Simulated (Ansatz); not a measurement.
Relaxation of BF$_{2}$HSe (5 atoms, charge 0, multiplicity 1), to a largest force component of 0.02 eV/Å in at most 50 steps.

Level of theory: Ansatz, RKS PBE/def2-SVP.

```xyz
5
Properties=species:S:1:pos:R:3
F 0.889 -1.625 -0.013
B 0.036 -0.458 0.397
F -1.157 -0.666 1.212
Se 0.611 1.418 -0.182
H -0.982 -0.067 -0.028
```

Task: Where does it end, and by what steps?

Result: The run converged. After 11 steps the energy has fallen by 4.251 eV; H5 moved furthest, 1.39 Å. Parted: B2–H5. Joined: Se4–H5.

| step | energy less start (eV) | largest force component (eV/Å) | accepted |
| --- | --- | --- | --- |
| 0 | 0.0000 | 5.857 | yes |
| 1 | -1.6652 | 3.280 | yes |
| 2 | -2.6574 | 1.844 | yes |
| 3 | -3.2270 | 1.175 | yes |
| 4 | -3.5777 | 1.156 | yes |
| 5 | -3.8491 | 0.724 | yes |
| 6 | -4.0030 | 0.899 | yes |
| 7 | -4.1607 | 0.440 | yes |
| 8 | -4.2441 | 0.188 | yes |
| 9 | -4.2489 | 0.133 | yes |
| 10 | -4.2510 | 0.033 | yes |
| 11 | -4.2511 | 0.007 | yes |

```xyz
5
Properties=species:S:1:pos:R:3
F 1.134 -1.646 0.456
B 0.104 -0.804 0.456
F -0.999 -1.152 1.113
Se 0.265 0.890 -0.503
H -1.108 1.314 -0.136
```

Whether the end is a true minimum wasn't checked by a vibrational analysis.

The run took 41 s on 1 thread of Arm Neoverse N1, on a shared host, peak memory 0.26 GiB.
